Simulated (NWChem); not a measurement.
Species: BeGeNH$_{5}$; SMILES [GeH3][Be][NH2]

```xyz
8

Be     0.0027    -1.3405    -0.0038
N     -0.0003    -2.8393     0.0001
H      0.8266    -3.4253     0.0031
H     -0.8289    -3.4227     0.0029
Ge     0.0003     0.8632    -0.0005
H     -1.3531     1.4726     0.4646
H      1.0632     1.4859     0.9483
H      0.2732     1.5045    -1.3897
```
Atoms are numbered in this order, from 1.

Computed with NWChem. Geometry: optimised at B3LYP/6-31G* (spherical d).

Q: What does the run give for LDA (Slater exchange, VWN5)/def2-TZVP? Quantities: highest occupied level (eV); orbital gap (eV); dipole (D).

A: 
```
Item                         Result
---------------------------  ------
highest occupied level (eV)   -6.42
orbital gap (eV)               4.78
dipole (D)                     2.57
```
